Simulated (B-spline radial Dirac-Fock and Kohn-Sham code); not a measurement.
## Sr⁺ 2p3/2: cross section and angular parameters

System: the Sr⁺ ion in the configuration [Kr] 5s1; threshold 1948.6 eV (orbital energy of the model). Calculated with a B-spline atomic structure program, using Dirac-Hartree-Slater photoionisation with a Latter tail; cross sections with all multipoles, angular parameters from the dipole term and its interference with E2.

Input of the calculation (task.json; shells as n, l, electrons):

```json
{"items": [{
  "Z": 38,
  "q": 1,
  "cfg": [[1, 0, 2], [2, 0, 2], [2, 1, 6], [3, 0, 2], [3, 1, 6], [3, 2, 10], [4, 0, 2], [4, 1, 6], [5, 0, 1]],
  "A": 88,
  "rrms": 4.224,
  "do": "xps",
  "hv": [69.7, 76.3, 80, 93.1, 128.0, 140.0, 150, 172.0, 189.0, 200, 258.0, 286.0, 340.0, 400, 470.0, 752.0, 1253.6, 1480.0, 2520.0, 2930.0, 3040.0, 3240.0, 3490.0, 4540.0, 5414.7, 5940.0, 6350.0, 8047.8, 13200.0, 15000]
}]}
```

Launch: `python xray2_run.py task.json out`

For linearly polarised light dσ/dΩ = σ/(4π) [1 + β P₂(cos θ) + (δ + γ cos²θ) sin θ cos φ], with θ from the polarisation vector and φ the angle between the beam and the projection of the electron momentum on the plane normal to the polarisation.

| hν (eV) | σ (kb) | β | γ | δ |
| --- | --- | --- | --- | --- |
| 2520 | 157 | 1.392 | -0.044 | 0.019 |
| 2930 | 105 | 1.459 | 0.157 | 0.028 |
| 3040 | 94.5 | 1.466 | 0.206 | 0.030 |
| 3240 | 79.3 | 1.473 | 0.290 | 0.033 |
| 3490 | 64.4 | 1.475 | 0.387 | 0.036 |
| 4540 | ? | ? | ? | ? |
| 5414.7 | 17.9 | 1.395 | 0.920 | 0.061 |
| 5940 | 13.5 | 1.365 | 1.025 | 0.069 |
| 6350 | 11.0 | 1.342 | 1.099 | 0.074 |
| 8047.8 | 5.29 | 1.248 | 1.344 | 0.100 |
| 13200 | 1.07 | 1.011 | 1.778 | 0.179 |
| 15000 | 0.698 | 0.944 | 1.869 | 0.207 |

Task: Give the values at 4540 eV.

Result: σ = 30.2 kb, β = 1.441, γ = 0.714, δ = 0.050.
